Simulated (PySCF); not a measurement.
Ground-state electric properties of a mixed set of molecules.

All values: wB97X-D/def2-SVPD (PySCF) at GFN2-xTB geometries, gas phase, one conformer each. Core orbitals are frozen in the response; Δα² is half the sum of the squared differences of the principal polarisabilities.

(1) Rank by dipole moment, highest first.
A. `[NH2:1][CH2:2][CH2:3][C:4](=[O:5])[C:6]([F:7])([F:8])[F:9]` with H–N1–C2–C3 -174° and 67°, N1–C2–C3–C4 -74°, C2–C3–C4–O5 1°
B. `[CH3:1][CH2:2][N:3]1[CH2:4][CH2:5][CH:6]=[N:7]1` with C1–C2–N3–C4 -68°
C. `[CH3:1][NH:2][c:3]1[cH:4][cH:5][cH:6][s:7]1` with C1–N2–C3–C4 -20°
D. 1,2,5-thiadiazole (`C1=NSN=C1`)
E. `[N:1]#[C:2][CH2:3][CH:4]1[CH2:5][S:6][CH2:7]1` with C2–C3–C4–C5 67°, C3–C4–C5–S6 134°, C4–C5–S6–C7 -11°, C5–S6–C7–C4 11°, C3–C4–C7–S6 -134°

(2) Rank by HOMO energy, highest first.
A. `N#CCC1CSC1`
B. `c1nsnc1`
C. `CNc1cccs1`
D. `NCCC(=O)C(F)(F)F`

(3) Rank by polarisability anisotropy Δα, lowest first.
A. `[CH3:1][CH2:2][N:3]1[CH2:4][CH2:5][CH:6]=[N:7]1` with C1–C2–N3–C4 -68°
B. `[CH3:1][NH:2][c:3]1[cH:4][cH:5][cH:6][s:7]1` with C1–N2–C3–C4 -20°
C. `[CH2:1]=[CH:2][N:3]1[CH2:4][CH2:5][CH2:6][NH:7]1` with C1–C2–N3–C4 156°, C2–N3–C4–C5 -163°, N3–C4–C5–C6 -6°, C4–C5–C6–N7 28°, C5–C6–N7–N3 -39°
D. `[NH2:1][CH2:2][CH2:3][C:4](=[O:5])[C:6]([F:7])([F:8])[F:9]` with H–N1–C2–C3 -174° and 67°, N1–C2–C3–C4 -74°, C2–C3–C4–O5 1°
E. `[N:1]#[C:2][CH2:3][CH:4]1[CH2:5][S:6][CH2:7]1` with C2–C3–C4–C5 67°, C3–C4–C5–S6 134°, C4–C5–S6–C7 -11°, C5–S6–C7–C4 11°, C3–C4–C7–S6 -134°

Answers

(1) E (3.17 D), A (2.73 D), B (2.14 D), C (1.76 D), D (1.56 D).

(2) C (-7.30 eV), A (-8.57 eV), D (-9.25 eV), B (-9.92 eV).

(3) D (1.89 Å³), A (4.13 Å³), E (4.45 Å³), C (4.98 Å³), B (6.50 Å³).

All values together:

```
          SMILES   formula  μ (D)  HOMO (eV)  LUMO (eV)  α (Å³)  Δα (Å³)  electrons  α per electron (Å³)
      N#CCC1CSC1    C5H7NS   3.17      -8.57       1.37   11.64     4.45         60                0.194
       CNc1cccs1    C5H7NS   1.76      -7.30       1.74   12.56     6.50         60                0.209
         c1cnsn1   C2H2N2S   1.56      -9.92       0.07    7.49     4.07         44                0.170
      CCN1CCC=N1   C5H10N2   2.14      -7.39       2.25   10.93     4.13         54                0.202
      C=CN1CCCN1   C5H10N2   2.79      -7.26       2.15   11.53     4.98         54                0.214
NCCC(=O)C(F)(F)F  C4H6F3NO   2.73      -9.25       0.09    9.18     1.89         72                0.128
```

Conformers: `[N:1]#[C:2][CH2:3][CH:4]1[CH2:5][S:6][CH2:7]1` with C2–C3–C4–C5 67°, C3–C4–C5–S6 134°, C4–C5–S6–C7 -11°, C5–S6–C7–C4 11°, C3–C4–C7–S6 -134°; `[CH3:1][NH:2][c:3]1[cH:4][cH:5][cH:6][s:7]1` with C1–N2–C3–C4 -20°; `[CH3:1][CH2:2][N:3]1[CH2:4][CH2:5][CH:6]=[N:7]1` with C1–C2–N3–C4 -68°; `[CH2:1]=[CH:2][N:3]1[CH2:4][CH2:5][CH2:6][NH:7]1` with C1–C2–N3–C4 156°, C2–N3–C4–C5 -163°, N3–C4–C5–C6 -6°, C4–C5–C6–N7 28°, C5–C6–N7–N3 -39°; `[NH2:1][CH2:2][CH2:3][C:4](=[O:5])[C:6]([F:7])([F:8])[F:9]` with H–N1–C2–C3 -174° and 67°, N1–C2–C3–C4 -74°, C2–C3–C4–O5 1°.

How closely does the mean polarisability follow the number of electrons in this set?

The correlation coefficient is 0.28; α per electron runs from 0.128 to 0.214 Å³.
